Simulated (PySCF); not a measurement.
Species: C₆H₁₁OP.
SMILES with atom numbers: `[CH3:1][C:2]1=[CH:3][CH2:4][CH2:5][P@:6]1([CH3:7])=[O:8]`

NICS = −σ at a ghost point: NICS(0) at the centroid of the ring atoms, NICS(1) 1 Å to either side along the normal of their mean plane, zz for the tensor component along that normal. Level: GIAO PBE0/pcSseg-1 (PySCF, non-relativistic, gas phase) on the GFN2-xTB geometry, one conformer.

Ring bond lengths (Å), with Mayer bond orders in brackets: C2–C3 1.327 (1.82), C3–C4 1.502 (1.03), C4–C5 1.530 (1.02), C5–P6 1.844 (0.89), P6–C2 1.823 (0.82).

**Question.** Give the NICS values of each ring in ppm.

**Answer.** 
```tsv
ring	type	NICS(0)	NICS(1), two faces	NICS(1)zz, two faces	rms pucker (Å)	centre to ring atoms, mean (Å)
C2–C3–C4–C5–P6	5-membered ring with P; formal bonds 1 double, 4 single	-3.1	-4.0 / -3.4	-3.3 / -2.1	0.10	1.35
```

**Question.** What do they say, and how far can they be read as aromaticity?

**Answer.** 
- C2–C3–C4–C5–P6: mean NICS(1)zz -2.7 ppm, near zero. C4, C5, P6 have four or more neighbours; no verdict on aromaticity is drawn.

**Question.** How shielded are the nuclei of the rings and their hydrogens (means over atoms taken as equivalent)?

**Answer.** 
| atoms | environment | σ isotropic (ppm) | principal values of the symmetric part, first atom (ppm) |
| --- | --- | --- | --- |
| C2 | fully substituted alkene carbon | 39.1 | -65.1, 33.1, 149.4 |
| C3 | alkene CH carbon | 42.3 | -66.1, 52.8, 140.3 |
| C4 | allylic carbon | 156.8 | 145.3, 152.5, 172.7 |
| C5 | sp3 carbon bound to phosphorus | 155.0 | 133.3, 156.3, 175.3 |
| P6 | phosphoryl phosphorus | 283.0 | 164.1, 243.9, 440.9 |
| H on C3 | vinylic hydrogen | 25.46 | 23.5, 25.1, 27.8 |
| H on C4 | methylene hydrogen | 29.55 | 25.8, 27.3, 35.5 |
| H on C4 | methylene hydrogen | 29.19 | 24.3, 27.1, 36.2 |
| H on C5 | methylene hydrogen | 29.82 | 25.6, 28.1, 35.7 |
| H on C5 | methylene hydrogen | 29.91 | 26.6, 28.2, 34.9 |

On one thread, Intel Xeon 6975P-C (x86_64), no GPU, shared host, this took 38 s of wall time and 0.88 GiB of memory at its peak. This is the whole shielding run at PBE0/pcSseg-1, SCF included.
